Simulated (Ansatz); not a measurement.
System: H₆Si₂O, charge 0, singlet. H6Si2O (SMILES [SiH3]O[SiH3]).
B3LYP-D3(BJ)/def2-TZVP minimum from Ansatz (an electronic-structure program):
```
O
Si 1 1.6366
Si 1 1.6366 2 149.58
H 3 1.4780 1 108.36 2 179.39
H 2 1.4780 1 108.36 3 -179.65
H 3 1.4817 4 109.63 1 -120.18
H 2 1.4817 5 109.63 1 120.18
H 2 1.4817 5 109.64 7 119.64
H 3 1.4817 4 109.63 6 -119.64
```

Total energies in hartree (Ansatz). Radicals and triplets start from unrestricted determinants; spin-orbit coupling is neglected. Cores are frozen in correlated methods. No relativity. For partners of very few electrons the exact lower level stands in for a higher one.

| species | HF/cc-pV(T+d)Z | CCSD(T)/cc-pV(T+d)Z | HF/cc-pV(Q+d)Z | CCSD(T)/cc-pV(Q+d)Z | CCSD(T)/cc-pV(D+d)Z | CCSDT(Q)/cc-pV(D+d)Z |
|---|---|---|---|---|---|---|
| 1: H6Si2O (silyloxysilane, SMILES O([SiH3])[SiH3]) | -656.37361 | -656.92374 | -656.38864 | -656.97366 | -656.75402 | -656.75575 |
| 2: Si (triplet) | -288.85649 | -288.93344 | -288.85845 | -288.93781 | -288.91643 | -288.91690 |
| 3: O (triplet) | -74.81176 | -74.97396 | -74.81729 | -74.99357 | -74.90995 | -74.91013 |
| 4: H (doublet) | -0.49981 | -0.49981 | -0.49995 | -0.49995 | -0.49928 | -0.49928 |

Question: Work out the atomisation energy (electronic, to ground-state atoms) in kJ/mol: take Hartree-Fock from cc-pV(Q+d)Z, extrapolate the CCSD(T) correlation energy as X^-3 (X = 3, 4), and add CCSDT(Q) - CCSD(T) in cc-pV(D+d)Z. 1 hartree = 2625.5 kJ/mol.

Answer: 
Species 1: correlation (64·(-0.58502) - 27·(-0.55013))/37 = -0.61048; step -0.00173; E1 = -656.38864 + (-0.61048) + (-0.00173) = -657.00085
Species 2: correlation (64·(-0.07936) - 27·(-0.07695))/37 = -0.08112; step -0.00047; E2 = -288.85845 + (-0.08112) + (-0.00047) = -288.94004
Species 3: correlation (64·(-0.17628) - 27·(-0.16220))/37 = -0.18655; step -0.00018; E3 = -74.81729 + (-0.18655) + (-0.00018) = -75.00402
Species 4: correlation (64·(0.00000) - 27·(0.00000))/37 = 0.00000; step +0.00000; E4 = -0.49995 + (0.00000) + (+0.00000) = -0.49995
-1·E1 +2·E2 +1·E3 +6·E4 = 1.11705 hartree = 2932.8 kJ/mol.
